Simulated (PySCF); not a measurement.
# Structure revision by computed shifts

A compound C8H7N gives the data below (simulated from a calculation) and was assigned the structure `C=C1C=C/C1=C/CC#N`.

13C{1H} NMR (computed): δ 150.2 (C), 140.7 (CH), 138.0 (CH), 135.0 (CH), 131.5 (CH), 123.6 (C), 117.5 (C), 24.1 (CH3).

1H NMR (600 MHz, computed): δ 7.96 (d, 1H), 7.73 (m, 1H), 7.60 (m, 1H), 7.55 (m, 1H), 2.72 (s, 3H).

- NMR shieldings at PBE0/pcSseg-1/GIAO
- GFN2-xTB geometry
- run in PySCF 2.14
- isolated molecule, non-relativistic Hamiltonian, one averaged value for each set of equivalent atoms, one computed conformer

δ = σ(ref) − σ, references computed at the same level: TMS for 1H and 13C.

Q: Compare with the shifts computed for the proposed structure, pairing carbons in order of shift.

A: Numbering as in the mapped SMILES `[CH2:1]=[C:2]1[CH:3]=[CH:4]/[C:5]1=[CH:6]/[CH2:7][C:8]#[N:9]`. Hydrogens are named by the atom that carries them.

```tsv
atom	computed for proposal	given list	difference
C3	156.4	150.2	+6.2
C4	155.6	140.7	+14.9
C2	154.9	138.0	+16.9
C5	151.5	135.0	+16.5
C8	121.3	131.5	-10.2
C6	111.1	123.6	-12.5
C1	104.3	117.5	-13.2
C7	17.9	24.1	-6.2
```

The rms difference is 12.7 ppm and the largest +16.9 ppm at C2 (fully substituted alkene carbon). The carbon types in order of shift don't match either: CH, CH, C, C, C, CH, CH2, CH2 for the proposal against C, CH, CH, CH, CH, C, C, CH3 in the data. The proposal doesn't fit.

Q: Which isomer fits?

A: o-tolunitrile (SMILES Cc1ccccc1C#N).

1. Carbon types of the structure: 3 × C, 4 × CH, 1 × CH3, which accounts for all hydrogens.
2. δC 150.2, 117.5: substituted aromatic carbon.
3. δC 140.7, 138.0, 135.0, 131.5: aromatic CH.
4. δC 123.6: nitrile carbon; this is the usual window of a C≡N carbon, which has no attached hydrogen.
5. δC 24.1: methyl carbon on an aromatic ring; saturated and bonded to C and H only.

The data come from this structure; uniqueness wasn't tested.

Shifts are as computed. Against solution values, carbons near 30 ppm lie about +3 ppm off and those near 130 ppm about +5 ppm. Of 1211 compounds with measured shifts, 218 miss one by over three times the rms of a fit or turn the order of signals round; such compounds aren't used in these exercises. No couplings were computed; multiplicities are counted from neighbouring protons, with m where these are inequivalent, close in shift, in a saturated or five-membered ring or joined by F or P, and br s for small geminal =CH2 splittings.
